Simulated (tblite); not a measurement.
A geometry optimisation, step by step.

C₅H₁₀GeOSi.
Bonds: C1–Ge2, Ge2–C3, C3–C4 (double), C4–Si5, Si5–C6, C6–C7 (double), C7–O8, C3–O8. Hydrogens: H9, H10, H11 on C1; H12, H13 on Ge2; H14 on C4; H15, H16 on Si5; H17 on C6; H18 on C7.

Computed with GFN2-xTB (tblite), gas phase: L-BFGS steps from a force-field or distance-geometry start until the largest atomic force falls under 0.01 eV/Å. 7 of its 165 geometries are shown.

Step 0: E = -637.9610 eV, largest atomic force 2.592 eV/Å
```
atom  x, y, z in Å  |  force x, y, z in eV/Å
C1      2.946    0.798    0.613   -0.036   0.605   0.177
Ge2     2.001   -0.825    0.100    0.917  -1.304   0.616
C3      0.133   -0.473   -0.006   -2.530   0.489  -0.281
C4     -0.323    0.302   -1.018    0.724  -0.707   0.890
Si5    -2.099    0.682   -1.164   -0.600   1.169  -1.241
C6     -2.861   -0.178    0.244   -0.125  -0.448   0.774
C7     -2.107   -0.876    1.092    1.050   0.396  -0.784
O8     -0.706   -1.014    0.986   -0.430  -0.033   0.055
H9      2.565    1.148    1.597    0.373  -0.125  -0.676
H10     2.751    1.580   -0.148    0.272  -0.337   0.556
H11     4.022    0.596    0.683   -0.371   0.289   0.003
H12     2.523   -1.320   -1.265   -0.225   0.103   0.438
H13     2.252   -1.920    1.190   -0.060   0.387  -0.580
H14     0.367    0.698   -1.746    0.254  -0.146   0.104
H15    -2.318    2.142   -1.064   -0.048  -0.065  -0.083
H16    -2.628    0.153   -2.424   -0.104   0.042  -0.183
H17    -3.926   -0.108    0.396   -0.004  -0.174   0.200
H18    -2.600   -1.379    1.923    0.944  -0.140   0.015
```

Step 27: E = -638.4642 eV, largest atomic force 0.072 eV/Å
```
atom  x, y, z in Å  |  force x, y, z in eV/Å
C1      2.959    0.772    0.663   -0.013   0.011   0.000
Ge2     1.986   -0.868    0.177   -0.011   0.001  -0.021
C3      0.084   -0.431   -0.082   -0.025  -0.042  -0.053
C4     -0.393    0.317   -1.080   -0.011   0.049  -0.006
Si5    -2.199    0.752   -1.254   -0.065  -0.007   0.019
C6     -2.810   -0.178    0.250    0.005   0.000  -0.031
C7     -1.978   -0.858    1.038   -0.018   0.028   0.011
O8     -0.635   -0.996    0.926   -0.031   0.011   0.007
H9      2.610    1.148    1.621    0.011   0.035   0.016
H10     2.762    1.529   -0.093    0.019   0.055   0.017
H11     4.032    0.621    0.721   -0.007  -0.043   0.012
H12     2.565   -1.404   -1.106   -0.007  -0.030  -0.003
H13     2.091   -1.935    1.226    0.016  -0.017   0.015
H14     0.338    0.678   -1.789    0.031  -0.002  -0.027
H15    -2.455    2.200   -1.151    0.018  -0.035  -0.002
H16    -2.794    0.255   -2.507    0.022   0.004   0.038
H17    -3.858   -0.192    0.514    0.061  -0.015   0.012
H18    -2.312   -1.405    1.914    0.007  -0.003  -0.003
```

Step 55: E = -638.4697 eV, largest atomic force 0.038 eV/Å
```
atom  x, y, z in Å  |  force x, y, z in eV/Å
C1      2.976    0.771    0.688   -0.003   0.004   0.002
Ge2     1.982   -0.848    0.158    0.009   0.029  -0.005
C3      0.078   -0.425   -0.123   -0.006  -0.002   0.006
C4     -0.415    0.314   -1.118    0.014   0.001   0.002
Si5    -2.227    0.741   -1.261   -0.003  -0.005   0.012
C6     -2.813   -0.178    0.257    0.012  -0.013   0.002
C7     -1.964   -0.847    1.036   -0.011  -0.004   0.015
O8     -0.624   -0.982    0.904   -0.029   0.019  -0.011
H9      2.609    1.149    1.640    0.000  -0.011  -0.008
H10     2.849    1.555   -0.056    0.002  -0.021   0.000
H11     4.038    0.565    0.788   -0.019  -0.004   0.003
H12     2.580   -1.406   -1.109   -0.002   0.010   0.010
H13     2.072   -1.906    1.219    0.000  -0.014  -0.008
H14     0.307    0.668   -1.842   -0.006   0.007  -0.014
H15    -2.476    2.187   -1.158    0.001   0.029  -0.002
H16    -2.844    0.240   -2.497   -0.001  -0.018  -0.017
H17    -3.854   -0.198    0.543    0.036  -0.002  -0.011
H18    -2.283   -1.392    1.919    0.007  -0.006   0.022
```

Step 82: E = -638.4738 eV, largest atomic force 0.019 eV/Å
```
atom  x, y, z in Å  |  force x, y, z in eV/Å
C1      2.998    0.738    0.764   -0.011  -0.002   0.005
Ge2     1.984   -0.816    0.098   -0.004  -0.001   0.004
C3      0.080   -0.376   -0.149   -0.008  -0.004  -0.001
C4     -0.446    0.314   -1.163    0.004  -0.005  -0.005
Si5    -2.269    0.701   -1.283    0.012  -0.009   0.012
C6     -2.808   -0.180    0.275    0.008  -0.002   0.008
C7     -1.930   -0.783    1.074    0.005  -0.002  -0.002
O8     -0.590   -0.886    0.924   -0.010   0.008  -0.010
H9      2.534    1.143    1.659    0.000  -0.005   0.012
H10     3.026    1.523    0.012   -0.010   0.005  -0.005
H11     4.021    0.460    1.004    0.004  -0.003  -0.001
H12     2.580   -1.274   -1.208    0.002   0.006  -0.007
H13     2.060   -1.962    1.066    0.006  -0.002   0.005
H14     0.250    0.636   -1.925   -0.002  -0.004  -0.001
H15    -2.542    2.146   -1.229   -0.006   0.011   0.003
H16    -2.892    0.141   -2.491   -0.007  -0.010  -0.008
H17    -3.845   -0.224    0.572    0.014   0.012   0.002
H18    -2.218   -1.295    1.988    0.003   0.008  -0.011
```

Step 109: E = -638.4874 eV, largest atomic force 0.061 eV/Å
```
atom  x, y, z in Å  |  force x, y, z in eV/Å
C1      2.873    0.628    1.010    0.004   0.000   0.015
Ge2     2.028   -0.774   -0.088    0.004  -0.015  -0.033
C3      0.112   -0.381   -0.305   -0.001   0.010  -0.005
C4     -0.499    0.192   -1.343    0.019   0.035   0.016
Si5    -2.328    0.571   -1.354    0.008   0.002  -0.001
C6     -2.713   -0.025    0.375   -0.003   0.004  -0.007
C7     -1.773   -0.560    1.152   -0.006  -0.023  -0.013
O8     -0.467   -0.762    0.870    0.007   0.033   0.012
H9      2.301    0.785    1.921    0.009   0.003   0.009
H10     2.910    1.569    0.465   -0.021  -0.033   0.010
H11     3.887    0.353    1.285   -0.007  -0.004  -0.006
H12     2.714   -0.861   -1.427   -0.027  -0.006   0.004
H13     2.142   -2.118    0.581    0.020   0.039  -0.001
H14     0.127    0.435   -2.190    0.026  -0.014   0.001
H15    -2.635    2.003   -1.507    0.022  -0.011  -0.010
H16    -3.012   -0.186   -2.413   -0.057  -0.007   0.021
H17    -3.702    0.054    0.800   -0.006  -0.009  -0.026
H18    -1.973   -0.914    2.159    0.007  -0.004   0.014
```

Step 137: E = -638.4954 eV, largest atomic force 0.026 eV/Å
```
atom  x, y, z in Å  |  force x, y, z in eV/Å
C1      2.827    0.552    1.121    0.005  -0.009   0.001
Ge2     2.049   -0.722   -0.163    0.002   0.007   0.001
C3      0.129   -0.342   -0.344    0.002  -0.003   0.001
C4     -0.522    0.123   -1.411   -0.002   0.002  -0.002
Si5    -2.350    0.511   -1.385   -0.009   0.000  -0.002
C6     -2.676    0.033    0.392   -0.008  -0.010   0.004
C7     -1.709   -0.432    1.179   -0.003   0.015   0.005
O8     -0.401   -0.610    0.883   -0.013  -0.012  -0.005
H9      2.254    0.542    2.044    0.010  -0.007   0.002
H10     2.806    1.561    0.719   -0.009   0.022  -0.011
H11     3.858    0.300    1.354    0.016  -0.010   0.005
H12     2.728   -0.643   -1.506   -0.004   0.012  -0.002
H13     2.222   -2.126    0.345   -0.006  -0.013   0.008
H14     0.072    0.269   -2.302    0.014   0.009  -0.006
H15    -2.633    1.932   -1.648    0.008  -0.012   0.011
H16    -3.122   -0.315   -2.325   -0.003  -0.001  -0.013
H17    -3.661    0.105    0.828   -0.010  -0.002  -0.010
H18    -1.879   -0.732    2.208    0.012   0.012   0.012
```

Step 164: E = -638.4973 eV, largest atomic force 0.008 eV/Å
```
atom  x, y, z in Å  |  force x, y, z in eV/Å
C1      2.850    0.546    1.126   -0.001  -0.006   0.000
Ge2     2.043   -0.716   -0.152    0.005   0.001  -0.004
C3      0.122   -0.336   -0.329   -0.003   0.004   0.002
C4     -0.522    0.115   -1.406    0.000  -0.004   0.004
Si5    -2.351    0.500   -1.396    0.002  -0.001   0.003
C6     -2.694    0.021    0.378    0.001   0.000   0.000
C7     -1.727   -0.414    1.182   -0.003  -0.003  -0.001
O8     -0.415   -0.587    0.899   -0.005   0.006  -0.003
H9      2.348    0.475    2.087   -0.001   0.001   0.001
H10     2.752    1.567    0.765    0.002   0.000   0.000
H11     3.905    0.335    1.275    0.002  -0.003  -0.003
H12     2.702   -0.625   -1.503    0.002   0.001  -0.001
H13     2.222   -2.126    0.343   -0.003   0.003   0.001
H14     0.079    0.251   -2.294    0.003   0.005   0.002
H15    -2.627    1.924   -1.649   -0.002  -0.003   0.000
H16    -3.114   -0.315   -2.354    0.001  -0.005   0.000
H17    -3.685    0.086    0.799    0.004   0.002   0.001
H18    -1.900   -0.696    2.217   -0.002   0.000  -0.003
```

Problem. Summarise the path.

Solution. The energy falls by 12.37 kcal/mol from step 0 to step 164; nine tenths of that is first reached at step 14. It rises by more than 0.2 meV at step 103. The largest force goes from 2.592 to 0.008 eV/Å. Among the bonds Ge2–C3 changes most, from 1.904 to 1.966 Å; the atoms move by 0.658 Å rms after alignment.

What follows is the cost of the whole relaxation. Hardware: Intel Xeon 6975P-C, one thread, no GPU, shared host. Cost: 1.1 s wall.
